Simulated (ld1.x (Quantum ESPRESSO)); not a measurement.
# What one change does to a pseudopotential (lanthanum (La), TM)

* Element: La
* Generator: ld1.x (Quantum ESPRESSO) 7.5
* Type: norm-conserving Troullier–Martins (Kleinman–Bylander form)
* Functional: BLYP
* Relativity: scalar-relativistic
* Frozen core: [Kr] 4d10 5s2
* Valence charge: 9
* Reference configuration: 4f0 5p6 5d1 6s1 6p0 (charge +1)
* Partial waves: 6s (bound): rc 2.70 bohr; 5p (bound): rc 1.70 bohr; 5d (bound): rc 3.80 bohr; 4f (bound, empty): rc 1.95 bohr
* Local potential: the f channel
* Core correction: Bessel-smoothed model core inside 1.60 bohr

All-electron outer shells of the reference configuration (BLYP, scalar-relativistic, ld1.x):

```tsv
shell	level (eV)	outermost node (bohr)	outermost maximum (bohr)
4d	-109.44	0.32	0.68
5s	-44.56	0.77	1.41
5p	-27.97	0.83	1.58
4f	-9.98	–	0.75
5d	-8.36	0.95	2.19
6s	-8.33	1.85	3.60
6p	-5.36	2.18	4.46
```

Change: functional PBEsol.

Cutoffs: the cutoffs (Ry, on a coarse ladder) from which the occupation-weighted sum of valence levels, in a spherical-Bessel basis at the reference potential, stays within 10 and 1 mRy of its value at 400 Ry; they do not see the model core or the augmentation charge, which bear on the density cutoff. Errors are all-electron minus pseudo energies relative to the spin-unpolarised reference configuration.

Problem. What does the change do?

Solution. The potential gets neither clearly harder nor softer (50 Ry and 60 Ry → 50 Ry and 60 Ry); both files keep a bound ghost (p, s); of the 6 tests that both files solve, the error grows in 4 and shrinks in 0 by more than 15 % and 0.3 meV (median size 6.7 → 7.8 meV).

| quantity | base | changed |
| --- | --- | --- |
| cutoff, loose | 50 Ry | 50 Ry |
| cutoff, tight | 60 Ry | 60 Ry |
| bound ghosts | s, p | s, p |
| tests counted (converged, no solver errors) | 6 of 7 | 6 of 7 |
| error for 4f0 5p6 5d1 6s2 6p0, meV [ΔE -5.87 → -6.00 eV] | +1.8 | +2.4 |
| error for 4f0 5p6 5d1 6s0 6p0, meV [ΔE 10.96 → 10.85 eV] | -7.6 | -8.5 |
| error for 4f0 5p6 5d0 6s0 6p0, meV [ΔE 29.83 → 29.76 eV] | -8.5 | -15 |
| error for 4f0 5p6 5d1 6s1.5 6p0, meV [ΔE -3.54 → -3.58 eV] | +0.6 | +0.8 |
| error for 4f1 5p6 5d0 6s1 6p0, meV [ΔE 0.33 → 0.23 eV] | -108 | -126 |
| error for 4f0 5p6 5d0 6s2 6p0, meV [ΔE 0.32 → 0.40 eV] | -5.9 | -7.2 |
| s: phases at 4.11 bohr within 0.05 rad from the reference energy up to (Ry; the scan ends near 5) | n/a | n/a |
| p: phases at 4.11 bohr within 0.05 rad from the reference energy up to (Ry; the scan ends near 5) | 2.2 | 2.2 |
| d: phases at 4.11 bohr within 0.05 rad from the reference energy up to (Ry; the scan ends near 5) | 3.5 | 3.4 |
| f: phases at 4.11 bohr within 0.05 rad from the reference energy up to (Ry; the scan ends near 5) | 0.2 | 0.1 |

Base: The cutoffs count occupied waves only; the empty 4f level needs 90 Ry at the loose tolerance. Tests not counted: 4f0 5p6 5d1 6s1 6p1 (solver errors, printed error -405 eV). These tests converged, but a pseudo level misses the all-electron one widely, so the file describes the atom poorly there or has found another state: 4f0 5p6 5d1 6s0 6p0: empty 6p by 7.0 eV; 4f0 5p6 5d0 6s2 6p0: empty 6p by 4.1 eV. Changed file: The cutoffs count occupied waves only; the empty 4f level needs 90 Ry at the loose tolerance. Tests not counted: 4f0 5p6 5d1 6s1 6p1 (solver errors, printed error -3.1 eV). These tests converged, but a pseudo level misses the all-electron one widely, so the file describes the atom poorly there or has found another state: 4f0 5p6 5d1 6s0 6p0: empty 6p by 6.8 eV; 4f0 5p6 5d0 6s2 6p0: empty 6p by 4.3 eV. A true bound ghost makes a file unfit for plane-wave use even where its test errors are small: the radial tests pick states by their node count and pass the ghost by. Where a test does run into it, the solver fails or the error is huge.
